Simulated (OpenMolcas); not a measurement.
Cr2+ among 8 point charges of -1.6 e arranged as a cube (Oh).

```yaml
Program: OpenMolcas
Method: CASSCF
Basis: ANO-RCC-VDZP [5s4p2d1f]
Scalar_Hamiltonian: DKH2, point nucleus
Active_space: 4 electrons in 5 orbitals (3d)
State_averaging: 2S+1 = 5 even, 5 roots; 2S+1 = 3 even, 45 roots; 2S+1 = 1 even, 50 roots
Spin-orbit_coupling: RASSI with atomic mean-field integrals over the reference wave functions
```

All point charges move together. At R = 1.61 Å the first state of the same spin is 15372 cm-1, and at R = 1.75 Å it is 10526 cm-1.

**Question.** A third run gives 7803 cm-1. What distance was it run at?

**Answer.** With a power law R^-n the two known points give n = -ln(10526 / 15372) / ln(1.75 / 1.61) = 4.54. Then R = 1.61 × (15372 / 7803)^(1/4.54) = 1.869 Å. The run was at 1.87 Å, so the estimate is off by -0.001 Å.

An orbital triplet at a regular site is open to Jahn-Teller coupling, which can distort the site and quench the lowest spin-orbit gaps and is left out. Without dynamic correlation the repulsion within the d shell is too large (B by tens of per cent), so at a given field states of lower spin stand too high. This shell can be high or low spin here, a state of another spin lies low, and with metal d orbitals alone active their balance is uncertain, so the ground spin may be wrong (holds for R = 1.61). This is an electrostatic model: the charges have no orbitals. No measured value stands beside these numbers.
